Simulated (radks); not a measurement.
The numbers below are computed, except where a source is named.
Se3+, configuration [Ar] 3d10 4s2 4p1. Code: a radial shooting solver on a logarithmic mesh with Libxc functionals. Model: Dirac Kohn-Sham, HCTH/407, spin-unpolarised, spherical densities, point nucleus; open shells fill j = l - 1/2 first.

Unscreened Slater integrals over Kohn-Sham orbitals (hartree). Large and small components are both included. Empty in this configuration: 4p3/2.

F0(4p1/2,4p1/2): 0.48336
F0(4p1/2,4s1/2): 0.51293
G1(4p1/2,4s1/2): 0.34695
F0(4p1/2,3d5/2): 0.62254
G3(4p1/2,3d5/2): 0.044737
F0(4p1/2,3d3/2): 0.62296
G1(4p1/2,3d3/2): 0.048606
F0(4p1/2,4p3/2): 0.47992
G2(4p1/2,4p3/2): 0.25479
F0(4s1/2,4s1/2): 0.54986
F0(4s1/2,3d5/2): 0.69635
G2(4s1/2,3d5/2): 0.064739
F0(4s1/2,3d3/2): 0.69689
G2(4s1/2,3d3/2): 0.063977
F0(4s1/2,4p3/2): 0.50866
G1(4s1/2,4p3/2): 0.34137
F0(3d5/2,3d5/2): 1.4722
F2(3d5/2,3d5/2): 0.70053
F4(3d5/2,3d5/2): 0.43978
F0(3d5/2,3d3/2): 1.4771
F2(3d5/2,3d3/2): 0.70263
G2(3d5/2,3d3/2): 0.70131
G4(3d5/2,3d3/2): 0.44029
F0(3d5/2,4p3/2): 0.61460
F2(3d5/2,4p3/2): 0.13455
G1(3d5/2,4p3/2): 0.047208
G3(3d5/2,4p3/2): 0.043223
F0(3d3/2,3d3/2): 1.4820
F2(3d3/2,3d3/2): 0.70479
F0(3d3/2,4p3/2): 0.61501
F2(3d3/2,4p3/2): 0.13373
G1(3d3/2,4p3/2): 0.046697
G3(3d3/2,4p3/2): 0.042799
F0(4p3/2,4p3/2): 0.47658
F2(4p3/2,4p3/2): 0.25324
